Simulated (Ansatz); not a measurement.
Frontier orbitals of Cl$_{2}$GaH$_{6}$NSi$_{2}$ (`[SiH3][N]([SiH3])[Ga]([Cl])[Cl]`).

```xyz
12

Si    1.5397    0.7427   -0.1781
N    -0.0320    0.0385    0.0864
Si   -0.6483   -1.0788   -1.1059
Ga   -1.0448    0.4226    1.5497
Cl   -2.9396   -0.5271    1.7107
Cl   -0.4495    1.7509    3.0874
H     2.5777   -0.3187   -0.2590
H     1.8484    1.6536    0.9510
H     1.5577    1.5075   -1.4529
H    -1.9115   -0.5846   -1.7096
H     0.3930   -1.1867   -2.1629
H    -0.8908   -2.4200   -0.5170
```

Total charge 0; spin multiplicity 1. Correlated methods include outer-core shells of Ga, which these sets cover unevenly. Scalar relativity is left out up to krypton. The geometry is a stationary point of PBE0-D4/def2-TZVP. It is one conformer, not always the lowest. Basis def2-TZVPP, the Gaussian-basis code of Ansatz.

```json
{"functional": "LDA (SPW92)", "HOMO (eV)": "-6.94", "LUMO (eV)": "-2.70", "gap (eV)": "4.24"}
{"functional": "PBE", "HOMO (eV)": "-6.83", "LUMO (eV)": "-2.41", "gap (eV)": "4.42"}
{"functional": "BLYP", "HOMO (eV)": "-6.71", "LUMO (eV)": "-2.33", "gap (eV)": "4.38"}
{"functional": "PBE0", "HOMO (eV)": "-8.12", "LUMO (eV)": "-1.48", "gap (eV)": "6.64"}
{"functional": "r2SCAN0", "HOMO (eV)": "-8.33", "LUMO (eV)": "-1.33", "gap (eV)": "7.00"}
{"functional": "CAM-B3LYP", "HOMO (eV)": "-9.46", "LUMO (eV)": "-0.47", "gap (eV)": "8.99"}
{"functional": "ωB97M-V", "HOMO (eV)": "-10.36", "LUMO (eV)": "0.38", "gap (eV)": "10.74"}
```

From PBE to PBE0 the HOMO moves by −1.28 eV and the LUMO by +0.93 eV, and with ωB97M-V by −3.52 and +2.79 eV, so the gap grows from 4.43 to 10.74 eV with exact exchange. A positive LUMO is unbound and depends on the basis.
